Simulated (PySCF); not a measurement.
C2H5FO2Si, SMILES C[Si@H](F)C(=O)O.

Coordinates come from a B3LYP-D3(BJ)/def2-SVP optimisation. The structure was generated by enumeration; whether it is a known compound was not checked. The values are those of a single conformer.

Computed with PySCF with B3LYP-D3(BJ)/def2-SVP.

Frequencies are harmonic and unscaled.

```json
[
 {"mode": "1", "ν (cm⁻¹)": "36", "IR (km/mol)": "3.2", "Raman (Å⁴/amu)": "1.0", "depolarisation": "0.75", "moving atoms (share of kinetic energy)": "O 66 %, C 13 %, F 12 %, H 8 %"},
 {"mode": "2", "ν (cm⁻¹)": "126", "IR (km/mol)": "5.3", "Raman (Å⁴/amu)": "0.2", "depolarisation": "0.75", "moving atoms (share of kinetic energy)": "O 37 %, F 25 %, H 17 %, C 16 %"},
 {"mode": "3", "ν (cm⁻¹)": "150", "IR (km/mol)": "0.2", "Raman (Å⁴/amu)": "0.3", "depolarisation": "0.73", "moving atoms (share of kinetic energy)": "H 91 %"},
 {"mode": "4", "ν (cm⁻¹)": "178", "IR (km/mol)": "2.3", "Raman (Å⁴/amu)": "1.9", "depolarisation": "0.70", "moving atoms (share of kinetic energy)": "C 24 %, O 23 %, H 23 %, F 20 %, Si 11 %"},
 {"mode": "5", "ν (cm⁻¹)": "242", "IR (km/mol)": "7.0", "Raman (Å⁴/amu)": "1.3", "depolarisation": "0.73", "moving atoms (share of kinetic energy)": "F 33 %, Si 21 %, H 21 %, C 19 %"},
 {"mode": "6", "ν (cm⁻¹)": "309", "IR (km/mol)": "4.4", "Raman (Å⁴/amu)": "2.3", "depolarisation": "0.52", "moving atoms (share of kinetic energy)": "O 44 %, F 22 %, C 16 %, Si 14 %"},
 {"mode": "7", "ν (cm⁻¹)": "420", "IR (km/mol)": "43.1", "Raman (Å⁴/amu)": "3.7", "depolarisation": "0.33", "moving atoms (share of kinetic energy)": "O 38 %, Si 34 %, H 15 %, C 12 %"},
 {"mode": "8", "ν (cm⁻¹)": "492", "IR (km/mol)": "40.6", "Raman (Å⁴/amu)": "3.1", "depolarisation": "0.75", "moving atoms (share of kinetic energy)": "H 45 %, C 37 %, Si 11 %"},
 {"mode": "9", "ν (cm⁻¹)": "666", "IR (km/mol)": "22.3", "Raman (Å⁴/amu)": "10.5", "depolarisation": "0.13", "moving atoms (share of kinetic energy)": "H 50 %, C 33 %"},
 {"mode": "10", "ν (cm⁻¹)": "698", "IR (km/mol)": "133.4", "Raman (Å⁴/amu)": "7.7", "depolarisation": "0.23", "moving atoms (share of kinetic energy)": "H 57 %, O 27 %, C 11 %"},
 {"mode": "11", "ν (cm⁻¹)": "721", "IR (km/mol)": "33.7", "Raman (Å⁴/amu)": "4.5", "depolarisation": "0.72", "moving atoms (share of kinetic energy)": "H 49 %, O 23 %, C 21 %"},
 {"mode": "12", "ν (cm⁻¹)": "767", "IR (km/mol)": "13.0", "Raman (Å⁴/amu)": "6.5", "depolarisation": "0.75", "moving atoms (share of kinetic energy)": "H 61 %, C 31 %"},
 {"mode": "13", "ν (cm⁻¹)": "772", "IR (km/mol)": "47.5", "Raman (Å⁴/amu)": "2.2", "depolarisation": "0.14", "moving atoms (share of kinetic energy)": "H 43 %, C 25 %, Si 25 %"},
 {"mode": "14", "ν (cm⁻¹)": "841", "IR (km/mol)": "18.9", "Raman (Å⁴/amu)": "6.2", "depolarisation": "0.73", "moving atoms (share of kinetic energy)": "H 55 %, F 30 %, Si 10 %"},
 {"mode": "15", "ν (cm⁻¹)": "887", "IR (km/mol)": "157.9", "Raman (Å⁴/amu)": "3.7", "depolarisation": "0.75", "moving atoms (share of kinetic energy)": "H 70 %, Si 13 %, C 12 %"},
 {"mode": "16", "ν (cm⁻¹)": "936", "IR (km/mol)": "183.4", "Raman (Å⁴/amu)": "2.4", "depolarisation": "0.71", "moving atoms (share of kinetic energy)": "Si 39 %, H 34 %, F 22 %"},
 {"mode": "17", "ν (cm⁻¹)": "1175", "IR (km/mol)": "207.2", "Raman (Å⁴/amu)": "3.9", "depolarisation": "0.70", "moving atoms (share of kinetic energy)": "O 45 %, H 37 %, C 17 %"},
 {"mode": "18", "ν (cm⁻¹)": "1275", "IR (km/mol)": "30.5", "Raman (Å⁴/amu)": "1.5", "depolarisation": "0.17", "moving atoms (share of kinetic energy)": "H 78 %, C 22 %"},
 {"mode": "19", "ν (cm⁻¹)": "1341", "IR (km/mol)": "33.8", "Raman (Å⁴/amu)": "3.8", "depolarisation": "0.37", "moving atoms (share of kinetic energy)": "C 53 %, H 33 %, O 14 %"},
 {"mode": "20", "ν (cm⁻¹)": "1427", "IR (km/mol)": "6.0", "Raman (Å⁴/amu)": "11.6", "depolarisation": "0.75", "moving atoms (share of kinetic energy)": "H 96 %"},
 {"mode": "21", "ν (cm⁻¹)": "1431", "IR (km/mol)": "2.9", "Raman (Å⁴/amu)": "11.4", "depolarisation": "0.74", "moving atoms (share of kinetic energy)": "H 96 %"},
 {"mode": "22", "ν (cm⁻¹)": "1803", "IR (km/mol)": "219.2", "Raman (Å⁴/amu)": "4.1", "depolarisation": "0.59", "moving atoms (share of kinetic energy)": "C 60 %, O 38 %"},
 {"mode": "23", "ν (cm⁻¹)": "2260", "IR (km/mol)": "111.2", "Raman (Å⁴/amu)": "130.9", "depolarisation": "0.20", "moving atoms (share of kinetic energy)": "H 97 %"},
 {"mode": "24", "ν (cm⁻¹)": "3036", "IR (km/mol)": "0.3", "Raman (Å⁴/amu)": "124.7", "depolarisation": "0.00", "moving atoms (share of kinetic energy)": "H 97 %"},
 {"mode": "25", "ν (cm⁻¹)": "3132", "IR (km/mol)": "1.2", "Raman (Å⁴/amu)": "68.1", "depolarisation": "0.75", "moving atoms (share of kinetic energy)": "H 91 %, C 9 %"},
 {"mode": "26", "ν (cm⁻¹)": "3136", "IR (km/mol)": "1.5", "Raman (Å⁴/amu)": "87.8", "depolarisation": "0.72", "moving atoms (share of kinetic energy)": "H 91 %, C 9 %"},
 {"mode": "27", "ν (cm⁻¹)": "3670", "IR (km/mol)": "40.8", "Raman (Å⁴/amu)": "219.7", "depolarisation": "0.31", "moving atoms (share of kinetic energy)": "H 94 %"}
]
```
